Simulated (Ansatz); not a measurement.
Ansatz results at the PBE0-D4/def2-TZVP geometry: size of the dipole moment (B3LYP/def2-TZVPP) 1.27 D; LUMO energy (B3LYP/def2-TZVPP) 0.30 eV; HOMO energy (PBE0/def2-TZVPP) -6.79 eV.

Each molecule was computed in one conformer, which needn't be the lowest.

Which molecule gave them?
A. `NCN[SiH3]`
B. `COB(N)[SiH3]`
C. `B[SiH]([GeH3])C=O`
D. `CC1OB1N`

A. The others give `CC1OB1N`: 2.50, 0.40, -7.43; `B[SiH]([GeH3])C=O`: 2.23, -2.91, -7.03; `COB(N)[SiH3]`: 0.98, 0.00, -7.67.

B3LYP here is the variant with VWN-RPA as its local correlation; programs differ in this.
